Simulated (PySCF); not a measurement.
# Dipole response of Fe (iron, neutral)

[Ar] 3d5 4s2 4p1, high-spin 7P determinant (an excited configuration). All numbers are calculated (PySCF 2.14, no relativity, point nucleus, in aug-cc-pVTZ (8s7p5d3f2g, 93 functions)). Coupled (time-dependent) response in atomic units; α is the mean over directions.

| method | mean α (bohr³) | α xx, yy, zz | C₆ (like pair) | S(−4) |
| --- | --- | --- | --- | --- |
| PBE | 77.90 | 64.98, 103.7, 64.98 | 817.3 | 3367 |
| PBE0 | 75.41 | 64.41, 97.41, 64.41 | 795.5 | 2862 |

S(−4) is the Cauchy moment in α(ω) = α(0) + S(−4) ω² + …

α(iu) at PBE0:

```tsv
u (hartree)	α(iu) (bohr³)
0	75.41
0.0500	69.11
0.100	56.39
0.200	34.63
0.300	22.16
0.500	11.15
0.750	6.205
1.00	4.107
1.50	2.332
2.00	1.569
3.00	0.8880
5.00	0.4124
```

A single London oscillator, α(iu) = α/(1 + u²/ω²), gives C₆ = (3/4) ω α². Matching the computed C₆ needs ω = 4 × 795.5 / (3 × 75.41²) = 0.187 hartree.

The components differ because the open shell of this determinant is not spherical; for a pure term their mean is the scalar polarisability.
